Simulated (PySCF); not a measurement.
## Antimony: a sound run and one with changed settings

Sound run: Sb⁺ [Kr] 4d10 5s2 5p2, Sb²⁺ [Kr] 4d10 5s2 5p1. Computed with PySCF 2.14 in cc-pVTZ-PP with ECP28MDF, with a scalar-relativistic core potential. In the sound run the correlated levels freeze 4s2 4p6 4d10 outside the core potential. The sound run starts from symmetry-adapted Hartree-Fock orbitals and uses a fine grid where one is needed.

A second run was set up differently.

| species | method | sound run (hartree) | changed run (hartree) | converged |
| --- | --- | --- | --- | --- |
| Sb⁺ | MP2 | -239.00739 | -239.09309 | yes |
| Sb²⁺ | MP2 | -238.40763 | -238.48891 | yes |

Ionisation energy of Sb⁺:

```
 method  sound run (eV)  changed run (eV)
    UHF          16.004            16.004
    MP2          16.320            16.440
SCS-MP2          16.258            16.337
```

Task: What was changed?
A. too few SCF iterations
B. all electrons correlated in a valence basis
C. level shift left on
D. a valence shell is frozen

Result: B. A valence basis has no tight correlating functions, so it recovers only part of the core correlation, and not evenly between atom and ion.
